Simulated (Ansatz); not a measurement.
CH3BClFOSi can be A, `FC1OB(Cl)[SiH2]1`, or B, `FB1OC1[SiH2]Cl`.

Isolated molecules relaxed with PBE0-D4/def2-TZVP in Ansatz; ΔE leaves out vibrations. CCSD(T)/CBS is the MP2 limit (def2-TZVPP, def2-QZVPP) plus CCSD(T) − MP2 in def2-TZVPP, frozen cores. Functionals use def2-TZVPP. B3LYP here is the variant with VWN-RPA as its local correlation; programs differ in this. Each species was taken in one conformer, which may not be the lowest.

A:

Z-matrix (Å, degrees):
```
C
O 1 1.440
Si 1 1.940 2 93.6
F 1 1.362 2 108.1 3 118.7
H 1 1.093 2 108.1 3 -124.8
B 2 1.365 1 104.9 3 -0.3
H 3 1.483 1 113.7 2 116.4
H 3 1.486 1 115.2 2 -114.2
Cl 6 1.734 2 122.0 1 178.1
```

B:

Z-matrix (Å, degrees):
```
C
Si 1 1.859
B 1 1.508 2 123.9
O 1 1.554 2 114.5 3 -58.3
H 1 1.090 2 117.2 3 169.7
Cl 2 2.052 1 111.1 3 134.2
H 2 1.482 1 108.4 3 -107.1
H 2 1.480 1 109.4 3 14.7
F 3 1.303 1 155.3 2 85.0
```

(1) Which isomer does CCSD(T)/CBS put lower? Give the gap. (Estimate.)

(2) Give E(B) − E(A) in kJ/mol with ωB97M-V, r2SCAN-D4, CCSD/def2-TZVPP, CCSD(T)/def2-TZVPP, PBE-D4, B3LYP, B3LYP-D4. (Estimate.)

Largest T1 diagnostic: 0.014.

Answers

(1) The calculation gave: B, by 160.1 kJ/mol.

(2) Computed: ωB97M-V -157.4, r2SCAN-D4 -157.3, CCSD/def2-TZVPP -158.4, CCSD(T)/def2-TZVPP -155.4, PBE-D4 -142.6, B3LYP -159.8, B3LYP-D4 -158.6. None reverses the order clearly.

From PBE to PBE0 (25 % exact exchange), in def2-TZVPP and without D4, E(B) − E(A) moves by −3.9 kJ/mol.
